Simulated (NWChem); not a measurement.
# SiNH2Br, singlet; SMILES Br[Si]N

```xyz
5

Si     0.7082     1.1779     0.0000
Br    -0.0143    -1.0224     0.0000
N     -0.8334     1.9385     0.0000
H     -1.7387     1.4781     0.0000
H     -0.9106     2.9512     0.0000
```
Atoms are numbered in this order, from 1.

Computed with NWChem. Geometry optimised at B3LYP/6-31G*; all other runs use it. Pople sets run with spherical d functions. Low-valent species are run as closed-shell singlets; no triplet was tried in these runs. This build's default masses of Se (78.918 u) and Br (79.917 u) are each other's, which moves their modes by up to 0.6 %.

```csv
quantity,level,value
"anisotropy (bohr³), static",B3LYP/def2-SVPD,29.4
"vertical ionisation energy, ΔSCF (eV)",B3LYP/def2-SVP,___
cavity-dispersion-structure term (kcal/mol) in n-hexane,"B3LYP/6-31G*, SMD",___
"vertical, lowest excitation, singlet (eV)","B3LYP/def2-SVPD, TDA",___
dipole (D),B3LYP/6-31G*,3.43
highest harmonic frequency (cm⁻¹),B3LYP/6-31G*,3633
```

Q: Complete the blanks.

A: 
- vertical ionisation energy, ΔSCF (eV), value: 9.24
- cavity-dispersion-structure term (kcal/mol) in n-hexane, value: -1.8
- vertical, lowest excitation, singlet (eV), value: 4.41
